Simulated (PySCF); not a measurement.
Isomers of C5H15NOSi2, mass 161.069 u with the commonest isotopes. Method used: PBE0/pcSseg-1 in PySCF (dipole) on a GFN2-xTB geometry, gas phase. One conformer each, none proved a minimum here; rigid rotors.

Question: Order these by dipole moment, smallest first.
A. `[CH2:1]=[CH:2][Si@@H:3]([OH:4])[N:5]([CH3:6])[CH2:7][CH2:8][SiH3:9]` with C1–C2–Si3–O4 140°, C2–Si3–O4–H 59°, C2–Si3–N5–C6 -167°, Si3–N5–C7–C8 78°, N5–C7–C8–Si9 -172°
B. `[CH2:1]=[N:2][SiH2:3][Si@H:4]([O:5][CH3:6])[CH:7]([CH3:8])[CH3:9]` with C1–N2–Si3–Si4 116°, N2–Si3–Si4–O5 -66°, Si3–Si4–O5–C6 59°, Si3–Si4–C7–C8 -175°
C. `[CH3:1][CH:2]([CH3:3])[CH2:4][C:5](=[O:6])[Si@H:7]([NH2:8])[SiH3:9]` with C1–C2–C4–C5 71°, C2–C4–C5–O6 27°, C4–C5–Si7–N8 -158°, C5–Si7–N8–H 57° and -79°

Answer: C (1.01 D), A (1.44 D), B (1.67 D).

Question: Order these by out-of-plane moment Σ m c² = (Ia + Ib − Ic)/2, largest first.
A. `[CH3:1][CH:2]([CH3:3])[CH2:4][C:5](=[O:6])[Si@H:7]([NH2:8])[SiH3:9]` with C1–C2–C4–C5 71°, C2–C4–C5–O6 27°, C4–C5–Si7–N8 -158°, C5–Si7–N8–H 57° and -79°
B. `[CH2:1]=[N:2][SiH2:3][Si@H:4]([O:5][CH3:6])[CH:7]([CH3:8])[CH3:9]` with C1–N2–Si3–Si4 116°, N2–Si3–Si4–O5 -66°, Si3–Si4–O5–C6 59°, Si3–Si4–C7–C8 -175°
C. `[CH2:1]=[CH:2][Si@@H:3]([OH:4])[N:5]([CH3:6])[CH2:7][CH2:8][SiH3:9]` with C1–C2–Si3–O4 140°, C2–Si3–O4–H 59°, C2–Si3–N5–C6 -167°, Si3–N5–C7–C8 78°, N5–C7–C8–Si9 -172°

Answer: A (76.41 u·Å²), B (65.60 u·Å²), C (36.01 u·Å²).

Question: Order these by radius of gyration √(Σ m r²/M), smallest first.
A. `[CH3:1][CH:2]([CH3:3])[CH2:4][C:5](=[O:6])[Si@H:7]([NH2:8])[SiH3:9]` with C1–C2–C4–C5 71°, C2–C4–C5–O6 27°, C4–C5–Si7–N8 -158°, C5–Si7–N8–H 57° and -79°
B. `[CH2:1]=[N:2][SiH2:3][Si@H:4]([O:5][CH3:6])[CH:7]([CH3:8])[CH3:9]` with C1–N2–Si3–Si4 116°, N2–Si3–Si4–O5 -66°, Si3–Si4–O5–C6 59°, Si3–Si4–C7–C8 -175°
C. `[CH2:1]=[CH:2][Si@@H:3]([OH:4])[N:5]([CH3:6])[CH2:7][CH2:8][SiH3:9]` with C1–C2–Si3–O4 140°, C2–Si3–O4–H 59°, C2–Si3–N5–C6 -167°, Si3–N5–C7–C8 78°, N5–C7–C8–Si9 -172°

Answer: B (2.443 Å), C (2.542 Å), A (2.576 Å).

| SMILES | point group | Ia (u·Å²) | Ib (u·Å²) | Ic (u·Å²) | κ | μa (D) | μb (D) | μc (D) |
| --- | --- | --- | --- | --- | --- | --- | --- | --- |
| C=N[SiH2][Si@H](OC)C(C)C | C1 | 279.62 | 747.18 | 895.60 | -0.82 | 1.04 | 0.84 | 1.00 |
| C=C[Si@@H](O)N(C)CC[SiH3] | C1 | 317.10 | 760.04 | 1005.13 | -0.70 | 0.38 | 0.35 | 1.35 |
| CC(C)CC(=O)[Si@H](N)[SiH3] | C1 | 292.80 | 852.49 | 992.47 | -0.86 | 0.10 | 0.15 | 0.99 |
